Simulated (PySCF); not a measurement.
## Electron correlation in Cu (copper, neutral)

[Ar] 3d9 4s2, 2D determinant (an excited configuration). All numbers are calculated (PySCF 2.14, a scalar-relativistic core potential, in aug-cc-pwCVTZ-PP with ECP10MDF). Frozen: 3s2 3p6; 11 electrons correlated.

MP2 pair energies summed by pair of shells (mhartree):

```csv
pair,energy,share (%)
3d-3d,-388.37,83.8
3d-4s,-51.33,11.1
4s-4s,-23.53,5.1
```

Total MP2 correlation energy: -463.24 mhartree.

Same-spin part -159.04 and opposite-spin part -304.20 mhartree; SCS-MP2 scales them by 1/3 and 6/5 to -418.05 mhartree.
